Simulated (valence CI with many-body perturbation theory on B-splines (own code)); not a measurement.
# Rb³⁰⁺ in brief

Method: relativistic CI+MBPT: five valence electrons over a frozen Dirac-Fock core [He], radial functions for each j: 11 s, 11 p, 10 d, 8 f, 5 g, 2 h, with the one-electron correlation potential Σ1, the two-electron term Σ2, the three-electron term Σ3, Breit, model QED; selected CI, second order for the rest, scaled by the run's own slope (own B-spline code, finite nucleus).

No measured spectrum was set against this ion. As an estimate, large intervals hold to a few tenths of a per cent, small ones and those within an open d or f shell to about a per cent. Among the levels kept, up to 5300 cm⁻¹ of a level comes from second order outside the variational space, and about a tenth of that is noise between levels of different J, which matters for small intervals.

Levels are named by their leading jj configuration (3d3/2^4 stands for four electrons in 3d with j = 3/2), which in mixed levels can hold well under half, so a name can repeat and another be missing.

Rates and lifetimes use the calculated energies. Strong lines usually hold to 10 to 20 %, long lifetimes can be off by a factor of two.

Problem. What is the ground level?

Solution. (2s^2 2p1/2^2 2p3/2) J=3/2, composition 45 % 2s2 2p3 4S° + 36 % 2s2 2p3 2P° + 19 % 2s2 2p3 2D°, g = 1.524.

Problem. How well does LS coupling describe the low levels?

Solution. Among the lowest 20 levels the leading LS term, summed over configurations, holds 69 % on average. For single configurations the figures are 68 % in LS and 91 % in jj coupling. Terms mix most in the J = 3/2 level at 151.72 Ry, where the leading one holds 31 %.

Problem. Name the longest-lived excited levels whose lifetime is computed, and their main decay.

Solution. (2s^2 2p1/2 2p3/2^2) J=5/2 at 4.96 Ry lives 3.02 μs, mostly by M1 to (2s^2 2p1/2^2 2p3/2) J=3/2; (2s^2 2p1/2 2p3/2^2) J=3/2 at 3.98 Ry lives 560 ns, mostly by M1 to (2s^2 2p1/2^2 2p3/2) J=3/2; (2s^2 2p1/2 2p3/2^2) J=1/2 at 6.23 Ry lives 476 ns, mostly by M1 to (2s^2 2p1/2^2 2p3/2) J=3/2.

Problem. Among levels below 179.57 Ry, which E1 lines absorb most strongly from the ground level?

Solution. to (2s^2 2p1/2 2p3/2 3d3/2) J=3/2 at 0.5681 nm, f = 0.407; to (2s^2 2p1/2^2 3d5/2) J=5/2 at 0.5856 nm, f = 0.362; to (2s^2 2p1/2 2p3/2 3d3/2) J=5/2 at 0.5686 nm, f = 0.355.

Problem. What is the ionisation energy?

Solution. 3598.4 eV; NIST lists 3600 ± 30 eV (semi-empirical).

Problem. Where does the other parity begin?

Solution. At (2s 2p1/2^2 2p3/2^2) J=5/2, 13.51 Ry.
